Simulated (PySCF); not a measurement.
How methods differ on the excitation energy of Nb

Nb [Kr] 4d4 5s1 (6D) → Nb [Kr] 4d3 5s1 6s1 (6F), as a difference of total energies. All numbers are calculated (PySCF 2.14, scalar relativity through the core potential, in aug-cc-pwCVTZ-PP with ECP28MDF). Correlated levels: valence: 4s2 4p6 frozen; valence and next inner shell: nothing frozen outside the core potential. The calculations carry no spin-orbit coupling.

| method | excitation energy (cm⁻¹) |
| --- | --- |
| UHF | 31141 |
| LDA | 41644 |
| PBE | 39647 |
| PBE0 | 38603 |
| r2SCAN | 39086 |
| PBEsol | 40496 |
| PW91 | 39970 |
| LC-wPBE | 37608 |
| MP2 (valence) | 35877 |
| SCS-MP2 (valence) | 32720 |
| MP2 (valence and next inner shell) | 38459 |
| SCS-MP2 (valence and next inner shell) | 35296 |

The promoted electron is Rydberg-like, and one or two diffuse shells describe it only roughly, which tends to raise the upper state.
